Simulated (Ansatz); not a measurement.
Abridged output of a molecular run in Ansatz:

```
Functional definition: HF
1782 factors; integrals over basis functions are off by at most 1.1e-3 eV
mean field evaluation 1: about -267050.1725 eV, gradient 2.2e1 eV
mean field evaluation 2: about -267050.2005 eV, gradient 2.2e1 eV
mean field evaluation 4: about -267052.2318 eV, gradient 2.8e0 eV
mean field evaluation 8: about -267052.2811 eV, gradient 1.9e-1 eV
mean field -267052.28141304 eV, -9813.9903273916 hartree, gradient 8.7e-7 eV, S^2 0.000000; 0 other end points of the search recorded, 0 dependent functions left out
40 core orbitals not correlated: weight in the atoms' cores, before any rotation towards them, 1.000 or more for the frozen orbitals, at most 0.000 for the correlated occupied ones
reference -267052.28141304 eV, -9813.9903273916 hartree; 41, 41 occupied and 93, 93 virtual orbitals, 1782 factors
second order -28.70514493 eV of doubles, -0.00000000 eV of singles
cycle   1  -28.53066631 eV  change    1.7e-1 eV  update   1.1e-1
cycle   2  -29.28849005 eV  change   -7.6e-1 eV  update   3.3e-2
cycle   3  -29.34999257 eV  change   -6.2e-2 eV  update   1.4e-2
cycle   4  -29.33434040 eV  change    1.6e-2 eV  update   3.3e-3
cycle   5  -29.33668080 eV  change   -2.3e-3 eV  update   1.4e-3
cycle   6  -29.33563718 eV  change    1.0e-3 eV  update   4.2e-4
cycle   7  -29.33535923 eV  change    2.8e-4 eV  update   1.4e-4
cycle   8  -29.33543056 eV  change   -7.1e-5 eV  update   4.2e-5
perturbative correction -0.84305717 eV, -0.0309817797 hartree
Total energy: -267082.45990077 eV, -9815.0993663600 hartree
```

Its atoms:

```xyz
9

Se   -0.0257    2.3402    1.5137
Sn   -0.2155    0.3359   -0.0088
Se   -2.0746    0.9358   -1.6073
Se   -0.7258   -1.7203    1.3741
Se    1.9019   -0.1141   -1.3184
H     1.4150    2.1037    1.6804
H    -2.4519   -0.4788   -1.7335
H    -0.3105   -2.5905    0.2640
H     2.4873   -0.8119   -0.1642
```

**Question.** Which basis set was used?
A. def2-QZVPP
B. def2-TZVPPD
C. def2-TZVPP
D. def2-SVP

**Answer.** D. It gives 174 functions.

**Question.** Write the keys of the input that set method, charge and spin (a neutral closed shell needs none for the last two).

**Answer.** 
```yaml
correlation: {method: ccsd_t}
```
